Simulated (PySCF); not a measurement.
H₃IOSiZn, SMILES [Zn]([I])[O][SiH3].

Coordinates come from a r2SCAN-D4/def2-SVP optimisation. The structure was generated by enumeration; whether it is a known compound was not checked. The def2 effective core potentials stand for the cores of I; spin–orbit coupling is left out. Other conformers were not sampled.

Method: C-PCM-M06-2X/def2-SVP run with PySCF.

The values are the electrostatic part of the solvation free energy, E(continuum) − E(gas) at the gas-phase geometry, in a cavity of scaled van der Waals radii (PySCF's table); cavitation and dispersion terms are not included. A continuum can't describe solvent molecules that bind to the metal. In vacuum the orbital gap is 8.06 eV. The dipole moment in vacuum is 0.33 D.

Q: Estimate the values in water (ε = 78.36), acetonitrile (ε = 35.69), cyclohexanone (ε = 15.62). (An estimate is asked for; the answer gives what the named calculation found.)

A: 
```
solvent            ε  ΔG(elec) (kcal/mol)  dipole (D)  gap (eV)
-------------  -----  -------------------  ----------  --------
water          78.36                -18.8        0.51      8.63
acetonitrile   35.69                -18.4        0.49      8.62
cyclohexanone  15.62                -17.6        0.46      8.59
```
